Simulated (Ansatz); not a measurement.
Job for Ansatz (an electronic-structure program): R-wB97M-V/def2-TZVPPD on HF (SMILES F) with ghost functions, monomers drawn apart or pushed together. Files ending in .json are basis or fitting sets from the Basis Set Exchange.

Ansatz 0.2 input:
```yaml
crystal:
  periodic: [false, false, false]
  atoms:
    - {symbol: F, position_ang: [0.39017373, 0.00140340, 0.46205031]}
    - {symbol: H, position_ang: [-0.15532494, -0.47250319, 1.09499187]}
basis:
  gaussian:
    orbitals: def2-TZVPPD.json
    ghost_atoms:
      - {symbol: O, position_ang: [-0.86842759, -0.75218930, 3.91900226]}
      - {symbol: C, position_ang: [-0.28707891, -0.00261956, 4.67651435]}
      - {symbol: O, position_ang: [0.61343573, 0.89863227, 4.32842013]}
      - {symbol: H, position_ang: [-0.45786869, -0.00032372, 5.75722505]}
      - {symbol: H, position_ang: [0.74114871, 0.86892510, 3.35367254]}
hamiltonian:
  xc: {name: wB97M-V}
scf: {lower_state_search: off}
```

The head of its log:

```
WARN ansatz: RAYON_NUM_THREADS=1 ignored (pool sized by the plan → 1); use --threads N
Functional definition: wB97M-V
these checks for a lower state are left out or cut short: stability, starts, cluster_reference, orbital_swaps, neighbouring_geometries, increment
integrals: 0.12 GiB planned
880 factors; their error is unknown
integrals: 0.15 GiB planned
278 factors; integrals over basis functions are off by at most 4.1e-5 eV
mean field: 1.00 GiB planned
mean field evaluation 1: about -2732.3966 eV, gradient 2.9e1 eV
mean field evaluation 2: about -2732.2296 eV, gradient 3.5e1 eV
```

Problem. What total energy does the run end on?

Solution. -100.4620 hartree.
